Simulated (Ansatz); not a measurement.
Question: Name a neutral molecule of Al, C, F, N and H with HOMO–LUMO gap (PBE/def2-TZVPP) between 4.70 and 5.00 eV and HOMO energy (PBE/def2-TZVPP) between -5.95 and -5.65 eV (Ansatz, PBE0-D4/def2-TZVP geometry).

Answer: `CC(C)[NH][AlH][F]` (4.78 eV, -5.75 eV); `C[NH][AlH][F]` (4.76 eV, -5.72 eV). Other molecules can fit too; these were computed, each in one conformer that needn't be the lowest.
